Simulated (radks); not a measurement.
All-electron atom: the palladium ion Pd2+ in [Kr] 4d8. Method: Dirac Kohn-Sham, PBEsol, spin-unpolarised, spherical densities, finite nucleus; open shells fill j = l - 1/2 first; Fermi nuclear charge, rms radius 4.5318 fm; computed with a radial shooting solver on a logarithmic mesh with Libxc functionals.

Normalised radial functions P(r) = r R(r) (large component), r in bohr:

r,4d3/2,5s1/2
0.003473,0.0001,0.0436
0.004632,0.0001,0.0540
0.006178,0.0002,0.0654
0.00824,0.0005,0.0768
0.01108,0.0012,0.0866
0.01478,0.0026,0.0910
0.01971,0.0055,0.0857
0.02629,0.0115,0.0653
0.03506,0.0236,0.0253
0.04676,0.0465,-0.0335
0.06287,0.0888,-0.1014
0.08385,0.1561,-0.1463
0.1118,0.2518,-0.1321
0.1492,0.3626,-0.0344
0.1989,0.4470,0.1176
0.2675,0.4331,0.2237
0.3567,0.2535,0.1586
0.4758,-0.0949,-0.0791
0.6346,-0.5128,-0.3157
0.8464,-0.8289,-0.3138
1.138,-0.9083,0.0061
1.518,-0.7598,0.4306
2.024,-0.5047,0.6954
2.7,-0.2607,0.6671
3.601,-0.0989,0.4296
4.842,-0.0236,0.1726
6.458,-0.0033,0.0408
8.613,-0.0002,0.0049

4d3/2: eigenvalue -27.595 eV, 1 radial node at r = 0.444 bohr, <r> = 1.36 bohr, 90 % of the charge inside 2.15 bohr. 5s1/2 (empty): eigenvalue -20.151 eV, 4 radial nodes at r = 0.0401, 0.160, 0.438, 1.13 bohr, <r> = 2.59 bohr, 90 % of the charge inside 3.76 bohr.
